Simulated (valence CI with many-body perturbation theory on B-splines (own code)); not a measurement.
E1 transitions of Ce²⁶⁺

Computed by valence CI with perturbative core correlation (CI+MBPT): four valence electrons over a frozen Dirac-Fock core [Ar] 3d10, a basis of 11 s, 11 p, 9 d, 7 f, 5 g, 2 h, 1 i functions for each j, with the one-electron correlation potential Σ1, the two-electron term Σ2, the three-electron term Σ3, Breit, model QED; selected CI, second order for the rest (own B-spline code, finite nucleus).

No measured spectrum was set against this ion. As an estimate, large intervals hold to a few tenths of a per cent, small ones and those within an open d or f shell to about a per cent.

Lines 201 to 231 of 231 in falling wavelength, among levels below 1890400 cm⁻¹, chosen from the strongest by gf and those to the six lowest levels. Wavelengths and rates use the calculated energies. Electric multipoles are in the length gauge, E1 and E2 with the static RPA response of the core. Weak lines are less certain than strong ones. Lines between different terms over intervals too small for the method are left out, as are lines whose strength nearly cancels. Where a level lies close to another of its J and parity, the split of strength between their lines is uncertain. The highest levels of a list are the least certain.

Levels are named by their leading jj configuration (3d3/2^4 stands for four electrons in 3d with j = 3/2), which in mixed levels can hold well under half, so a name can repeat and another be missing. Letters in brackets count levels of one name in rising energy.

```tsv
λ vac (Å)	Upper	Lower	A (s⁻¹)	log gf	Branch %
93.20	(4s 4p3/2^2 4d3/2) J=1	(4s 4p1/2 4p3/2^2) J=2 [a]	1.95e+11	-0.12	60.6
92.47	(4s^2 4p1/2 4d3/2) J=1	(4s^2 4p1/2^2) J=0	3.93e+11	0.18	88.1
92.47	(4s 4p1/2 4p3/2 4d3/2) J=0 [b]	(4s 4p1/2^2 4p3/2) J=1	1.79e+11	-0.64	69.1
91.91	(4s^2 4p3/2 4d3/2) J=1	(4s^2 4p1/2 4p3/2) J=1	1.87e+11	-0.15	53.4
91.66	(4s^2 4p3/2 4d5/2) J=2	(4s^2 4p1/2 4p3/2) J=2	1.82e+10	-0.94	6.4
91.52	(4s 4p1/2 4p3/2 4d5/2) J=2 [c]	(4s 4p1/2^2 4p3/2) J=1	5.54e+10	-0.46	21.5
91.00	(4s 4p1/2 4p3/2 4d5/2) J=1 [b]	(4s 4p1/2^2 4p3/2) J=1	2.68e+10	-1.00	10.2
90.67	(4s 4p1/2 4p3/2 4d5/2) J=2 [d]	(4s 4p1/2^2 4p3/2) J=1	1.36e+10	-1.08	5.6
89.88	(4s 4p1/2 4p3/2 4d3/2) J=1 [f]	(4s 4p1/2^2 4p3/2) J=1	1.03e+11	-0.43	23.9
89.77	(4s^2 4p3/2 4d5/2) J=2	(4s^2 4p1/2 4p3/2) J=1	1.84e+10	-0.95	6.5
89.45	(4s 4p1/2 4p3/2 4d3/2) J=1 [e]	(4s 4p1/2^2 4p3/2) J=2	5.29e+09	-1.72	1.8
89.26	(4s 4p1/2 4p3/2 4d5/2) J=2 [e]	(4s 4p1/2^2 4p3/2) J=1	1.44e+10	-1.06	3.6
88.84	(4s 4p1/2 4p3/2 4d5/2) J=3 [c]	(4s 4p1/2^2 4p3/2) J=2	1.03e+11	-0.07	43.8
88.59	(4s 4p1/2 4p3/2 4d5/2) J=3 [d]	(4s 4p1/2^2 4p3/2) J=2	1.63e+10	-0.87	7.2
87.95	(4s^2 4p3/2 4d5/2) J=3	(4s^2 4p1/2 4p3/2) J=2	5.24e+10	-0.37	13.2
87.16	(4s 4p1/2 4p3/2 4d5/2) J=1 [a]	(4s 4p1/2^2 4p3/2) J=2	3.10e+09	-1.97	1.9
86.90	(4s 4p1/2 4p3/2 4d3/2) J=2 [c]	(4s 4p1/2^2 4p3/2) J=2	1.33e+09	-2.12	0.3
86.23	(4s^2 4p3/2 4d5/2) J=1	(4s^2 4p1/2 4p3/2) J=2	3.14e+07	-3.98	0.0
85.31	(4s 4p3/2^3) J=1	(4s^2 4p1/2^2) J=0	7.57e+08	-2.61	0.3
85.20	(4s 4p1/2 4p3/2 4d5/2) J=2 [c]	(4s 4p1/2^2 4p3/2) J=2	2.02e+09	-1.96	0.8
85.16	(4s 4p1/2 4p3/2 4d5/2) J=3 [e]	(4s 4p1/2^2 4p3/2) J=2	1.15e+10	-1.06	5.0
84.75	(4s 4p1/2 4p3/2 4d5/2) J=1 [b]	(4s 4p1/2^2 4p3/2) J=2	1.69e+05	-6.26	0.0
84.56	(4s^2 4p3/2 4d5/2) J=1	(4s^2 4p1/2 4p3/2) J=1	9.19e+09	-1.53	3.1
84.46	(4s 4p1/2 4p3/2 4d5/2) J=2 [d]	(4s 4p1/2^2 4p3/2) J=2	1.73e+08	-3.03	0.1
83.78	(4s 4p1/2 4p3/2 4d3/2) J=1 [f]	(4s 4p1/2^2 4p3/2) J=2	4.62e+09	-1.84	1.1
83.24	(4s 4p1/2 4p3/2 4d5/2) J=2 [e]	(4s 4p1/2^2 4p3/2) J=2	1.13e+10	-1.23	2.8
80.94	(4s 4p3/2^2 4d3/2) J=3	(4s 4p1/2^2 4p3/2) J=2	8.81e+08	-2.22	0.2
80.78	(4s 4p3/2^2 4d3/2) J=2	(4s 4p1/2^2 4p3/2) J=2	3.24e+09	-1.80	0.8
80.52	(4s 4p3/2^2 4d3/2) J=1	(4s 4p1/2^2 4p3/2) J=2	7.61e+08	-2.65	0.2
78.95	(4s^2 4p3/2 4d3/2) J=1	(4s^2 4p1/2^2) J=0	1.80e+08	-3.30	0.1
73.46	(4s^2 4p3/2 4d5/2) J=1	(4s^2 4p1/2^2) J=0	1.93e+09	-2.33	0.6
```
